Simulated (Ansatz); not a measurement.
C₂H₄N (SMILES [CH]=NC), doublet (typed; the unrestricted solution is spin-contaminated), geometry from GFN2-xTB; SVWN5/3-21G in Ansatz (a program for electronic structure).

Ansatz was given this input:
Ansatz 0.2 input:
```yaml
crystal:
  periodic: [false, false, false]
  atoms:
    - {symbol: C, position_ang: [1.31120828, -0.15668231, -0.21200825]}
    - {symbol: N, position_ang: [0.11562011, -0.33131293, -0.26397662]}
    - {symbol: C, position_ang: [-1.07674994, 0.25688588, 0.27315521]}
    - {symbol: H, position_ang: [1.96810973, 0.54605768, 0.28532144]}
    - {symbol: H, position_ang: [-1.70417788, 0.56801654, -0.56204592]}
    - {symbol: H, position_ang: [-1.60723309, -0.51156564, 0.83538198]}
    - {symbol: H, position_ang: [-0.87278958, 1.11546051, 0.92229710]}
basis:
  gaussian:
    orbitals: 3-21G.json
    occupation: {up: {"A'": 11, "A''": 1}, down: {"A'": 9, "A''": 2}}
hamiltonian:
  xc: {name: SVWN5}
magnetization: {spin_polarized: true, initial_magnetization: 1}
```
The basis file holds 3-21G in the JSON format of the Basis Set Exchange.

What the program printed (banner, timings and long lists left out):

```
Functional definition: SVWN5
the irreps are read with x along [0.998, 0.034, -0.043], y along [-0.000, 0.791, 0.611] and z along [0.055, -0.610, 0.790] of the geometry given
469 factors; integrals over basis functions are off by at most 1.0e-3 eV
mean field evaluation 1: about -3558.4425 eV, gradient 2.9e1 eV
mean field evaluation 2: about -3562.6323 eV, gradient 3.0e0 eV
mean field evaluation 4: about -3562.8509 eV, gradient 9.6e-2 eV
mean field evaluation 8: about -3562.8191 eV, gradient 1.4e-3 eV
a density is far from that of the atoms, so the factors are made again for it
514 factors; integrals over basis functions are off by at most 3.3e-5 eV
mean field evaluation 16: about -3562.8187 eV, gradient 2.3e-6 eV
mean field -3562.81866906 eV, -130.9311711227 hartree, gradient 5.8e-6 eV, S^2 1.751130; 0 other end points of the search recorded, 0 dependent functions left out
reference -3562.81868601 eV, -130.9311717458 hartree; 12, 11 occupied and 23, 24 virtual orbitals, 514 factors
Total energy: -3562.81868601 eV, -130.9311717458 hartree
```
